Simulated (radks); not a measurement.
The numbers below are computed, except where a source is named.
Isoelectronic series with 9 electrons, each ion in its NIST ground configuration. Level of theory: non-relativistic Kohn-Sham, r2SCAN, spin-polarised, spherical densities, point nucleus; open shells are filled with parallel spins first (spin-orbit coupling, left out, can overturn this in heavy ions); meta-GGA in the generalised Kohn-Sham scheme (a radial shooting solver on a logarithmic mesh with Libxc functionals). Total energies (hartree) and mean radii <r> (bohr):

| ion | configuration | E (hartree) | 2p down | 2p up | 2s down |
|---|---|---|---|---|---|
| Al4+ | [He] 2s2 2p5 | -235.92443 | 0.5694 | 0.5627 | 0.6059 |
| S7+ | [He] 2s2 2p5 | -377.55405 | 0.4217 | 0.4185 | 0.4647 |
| K10+ | [He] 2s2 2p5 | -552.96001 | 0.3356 | 0.3337 | 0.3769 |
| Ti13+ | [He] 2s2 2p5 | -762.12970 | 0.2789 | 0.2776 | 0.3170 |
| Mn16+ | [He] 2s2 2p5 | -1005.05749 | 0.2387 | 0.2378 | 0.2736 |
| Ni19+ | [He] 2s2 2p5 | -1281.74045 | 0.2087 | 0.2080 | 0.2406 |
| Ga22+ | [He] 2s2 2p5 | -1592.17694 | 0.1854 | 0.1848 | 0.2148 |
| Se25+ | [He] 2s2 2p5 | -1936.36592 | 0.1668 | 0.1663 | 0.1939 |
| Rb28+ | [He] 2s2 2p5 | -2314.30673 | 0.1516 | 0.1512 | 0.1768 |
